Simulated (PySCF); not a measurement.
# How the functional moves excitation energies

Compound: CH9BNP.
SMILES: `P[B@@H-](C)[NH3+]`

Linear-response calculations in the def2-SVPD basis (PySCF; singlets by full response, triplets Tamm–Dancoff, core orbitals frozen in the response; HF means time-dependent Hartree–Fock). 'Strongest' is the level of largest summed f among the singlets computed (10 roots, of which the last may lack a degenerate partner); it can jump between rows when another state enters that window. S1 is the lowest singlet of each run and needn't be the same state throughout; f(S1) is that of one state. Isolated species at its PBE0-D3(BJ)/def2-SVP geometry (one conformer only).

| functional | kind | S1 (eV) | f(S1) | strongest (eV) | T1 (eV) | HOMO (eV) | gap (eV) | ionisation energy, ΔSCF (eV) |
| --- | --- | --- | --- | --- | --- | --- | --- | --- |
| LDA | LDA | 3.86 | 0.014 | 6.87 | 3.75 | -5.05 | 3.80 | 8.17 |
| PBE | GGA | 3.83 | 0.012 | 6.90 | 3.70 | -4.96 | 3.77 | 8.00 |
| B3LYP | global hybrid, 20% exact exchange | 4.31 | 0.015 | 7.46 | 4.15 | -5.84 | 5.08 | 8.14 |
| PBE0 | global hybrid, 25% exact exchange | 4.62 | 0.017 | 7.10 | 4.39 | -6.03 | 5.60 | 8.09 |
| BHandHLYP | global hybrid, 50% exact exchange | 5.07 | 0.022 | 7.37 | 4.74 | -7.01 | 7.09 | 8.06 |
| CAM-B3LYP | range-separated hybrid | 4.96 | 0.022 | 7.24 | 4.65 | -7.31 | 7.55 | 8.19 |
| wB97X-D | range-separated hybrid | 5.27 | 0.028 | 7.38 | 4.96 | -7.85 | 9.08 | 8.18 |
| LC-wPBE | range-separated hybrid | 5.75 | 0.032 | 7.64 | 5.08 | -8.63 | 10.00 | 8.21 |

Task: What does HF (Hartree–Fock) give?

Result: S1 (eV) 5.96, f(S1) 0.039, strongest (eV) 7.80, T1 (eV) 5.03, HOMO (eV) -8.52, gap (eV) 10.20, ionisation energy, ΔSCF (eV) not settled. S1 runs from 3.83 eV (PBE) to 5.96 eV (HF), a spread of 2.12 eV, while the orbital gap spreads over 6.4 eV. Along PBE (0%), B3LYP (20%), PBE0 (25%), BHandHLYP (50%), HF (100%) S1 rises with the share of exact exchange. −ε(HOMO) comes closest to its own ΔSCF ionisation energy with wB97X-D (-0.33 eV) and misses most with LDA (-3.12 eV). 'Not settled' means that the ion's SCF failed to converge or may have ended in another state than the lowest.

Without π bonds the low states are Rydberg-like; a valence basis with one diffuse set may place them up to an eV too high.
